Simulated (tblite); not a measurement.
Isomers of C4H8F2OSi. Calculated harmonic vibrations of the isolated species, GFN2-xTB (tblite), most abundant isotopes, no scaling. This tight-binding method is rough: wavenumbers can miss measured ones by several per cent, in bad cases by 10 to 20. Modes of hydrogen on silicon can be 10 to 20 % off. One conformer each.

Electronic energies: GFN2-xTB at the same geometries; isomer energies are rough at this level and their order can be wrong.

| SMILES | electronic energy, lowest = 0 (kcal/mol) |
| --- | --- |
| O[SiH2]/C(=C\F)CCF | 32.7 |
| C/C(=C/F)O[SiH2]CF | 33.4 |
| CO[Si@@H](F)C/C=C/F | 0.0 |
| CO[SiH2]C(C)=C(F)F | 31.9 |

Question: How do GFN2-xTB zero-point energies change the relative energies?

Answer: 
| SMILES | ZPE (kcal/mol) | of it from modes above 1550 cm⁻¹ | electronic (kcal/mol) | with ZPE, lowest = 0 (kcal/mol) | lowest mode (cm⁻¹) | rings |
| --- | --- | --- | --- | --- | --- | --- |
| CO[Si@@H](F)C/C=C/F | 71.5 | 36.0 | 0.0 | 0.0 | 27 | 0 |
| CO[SiH2]C(C)=C(F)F | 69.8 | 34.7 | 31.9 | 30.3 | 24 | 0 |
| O[SiH2]/C(=C\F)CCF | 70.2 | 35.5 | 32.7 | 31.5 | 29 | 0 |
| C/C(=C/F)O[SiH2]CF | 69.7 | 35.0 | 33.4 | 31.5 | 39 | 0 |

The zero-point energies span 1.8 kcal/mol, from `C/C(=C/F)O[SiH2]CF` to `CO[Si@@H](F)C/C=C/F`. The order is unchanged, ties at the printed digit aside.

Question: What do entropy and thermal enthalpy add at 298.15 K and 1 bar (rigid rotor, harmonic oscillator, one conformer each)?

Answer: 
```
             SMILES  point group  symmetry number  S (cal/(mol K))  H − H(0) (kcal/mol)  ZPE + H − H(0) − TS (kcal/mol)
CO[Si@@H](F)C/C=C/F           C1                1            105.6                 7.41                            47.4
 O[SiH2]/C(=C\F)CCF           C1                1            101.1                 7.01                            47.1
 C/C(=C/F)O[SiH2]CF           C1                1            103.2                 7.30                            46.2
```

Not tabulated: `CO[SiH2]C(C)=C(F)F` (lowest mode only 24 cm⁻¹).
